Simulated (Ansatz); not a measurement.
Ge2Sb. Charge 0, multiplicity 2. Geometry PBE0-D4/def2-TZVP, basis def2-TZVP, Ansatz.

```xyz
3

Sb   -1.561   -0.972    0.052
Ge    0.442   -0.124   -0.960
Ge    1.119    1.096    0.908
```

```
run  HOMO (eV)  LUMO (eV)
  A      -4.28      -4.20
  B      -5.18      -3.64
  C      -4.81      -4.00
  D      -4.61      -4.29
```

In the def2 sets Sb takes a core potential; there is no spin–orbit coupling. HSE06 is defined as in plane-wave codes, on full-range PBE exchange. HOMO above LUMO, or a gap near zero within one spin, warns that the state may not be the lowest or that an electron is smeared out. Another isomer (doublet) lies 1.11 eV lower at PBE0-D4/def2-TZVP; other spin states weren't run for this one.

HOMO and LUMO are taken over both spins.

The runs used HSE06, PBE, PBE0, r2SCAN. Estimate which is which.

A PBE (0 % exact exchange); B PBE0 (25 % exact exchange); C HSE06 (range-separated); D r2SCAN (0 % exact exchange). Exact exchange lowers occupied and raises empty levels; among semilocal functionals meta-GGAs tend to open the gap a little, and such runs are hard to tell apart. The gap grows from 0.08 eV (PBE) to 1.54 eV (PBE0). At PBE-D4/def2-TZVP the gap within one spin of the charge 0 doublet nearly closes, so an electron or hole may be smeared out by delocalisation error. At r2SCAN-D4/def2-TZVP the charge 0 doublet is spin-contaminated (final ⟨S²⟩ up to 0.83, 0.75 for a pure state).
